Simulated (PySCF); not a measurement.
# Fractional electron number in Ni⁻ (nickel, charge -1)

The 3d beta orbital of [Ar] 3d9 4s2 is emptied in steps (occupation f), with all orbitals relaxed, ending at [Ar] 3d8 4s2. All numbers are calculated (PySCF 2.14, the non-relativistic Hamiltonian (point nucleus), in def2-TZVPPD). The exact energy is a straight line in f; departures are measured from the line between the end points of the same method.

```
  f  BLYP (eV)
  1      0.000
0.8     -0.796
0.6     -1.218
0.4     -1.241
0.2     -0.843
  0      0.000
```

Q: For BLYP, how does the orbital energy at f = 1 compare with the removal energy?

A: −ε = -3.175 eV against a total-energy difference of 1.705 eV. By Janak's theorem ε = ∂E/∂f, so the gap between them reflects the curvature. Along the path −ε is -1.357 (f = 0.8), 0.566 (f = 0.6), 2.618 (f = 0.4), 4.786 (f = 0.2) eV.

At f = 1 the orbital energy is positive for BLYP: only the finite basis holds the electron.

Reference removal energy between the ground levels: 1.157 eV (measured; photodetachment measurements, as compiled on the Wikipedia data page of electron affinities). The calculation has no spin-orbit coupling. The determinant left behind need not be the lowest term of the ion.
